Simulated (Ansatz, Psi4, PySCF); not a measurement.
silole (C₄H₆Si), singlet, at a GFN2-xTB geometry. Base run: PySCF with CCSD(T)/STO-3G.

Input for PySCF:
```python
from pyscf import gto, scf, cc

mol = gto.M(
    atom='''
C    -1.20638586    0.78574789   -0.41109095
C     0.02710569    1.29088450   -0.29376265
Si    1.21355663   -0.07286224    0.24738050
C    -0.23813991   -1.27821395    0.25074385
C    -1.35277056   -0.63209551   -0.11058672
H    -2.07420278    1.35899959   -0.70866783
H     0.24603893    2.32689193   -0.49207049
H     1.78955600    0.14895981    1.57457124
H     2.23200545   -0.39041535   -0.75478595
H    -0.23451069   -2.32758409    0.49442049
H    -2.32753594   -1.09471811   -0.18861565
''',
    basis='sto-3g',
    verbose=4,
)

mf = scf.RHF(mol)
mf.kernel()

mycc = cc.CCSD(mf)
mycc.kernel()
et = mycc.ccsd_t()
print('E(CCSD(T)) = %.10f' % (mycc.e_tot + et))
```

The same geometry, method and basis name were run in Ansatz (an electronic-structure program) and Psi4 and PySCF, at each program's defaults and at the settings that a row names. The base is PySCF at its defaults. Differences at the defaults can come from grids, fitting, cores and function types together.

| code and settings | ΔE vs base (µEh) | basis functions | E (Eh) | SCF cycles |
|---|---|---|---|---|
| PySCF, defaults (exact integrals, spherical functions, all electrons correlated) | 0.0 | 35 | -439.01749 | 8 |
| Psi4, defaults (exact integrals, spherical functions, all electrons correlated) | -0.1 | 35 | -439.01749 | 9 |
| Ansatz, defaults (factorised integrals, spherical functions, frozen core) | 5062 | 35 | -439.01243 | - |
| PySCF, frozen core | 5046 | 35 | -439.01245 | 8 |
| Psi4, exact integrals, spherical functions, frozen core | 5046 | 35 | -439.01245 | 9 |
| Ansatz, high accuracy, frozen core | 5046 | 35 | -439.01245 | - |
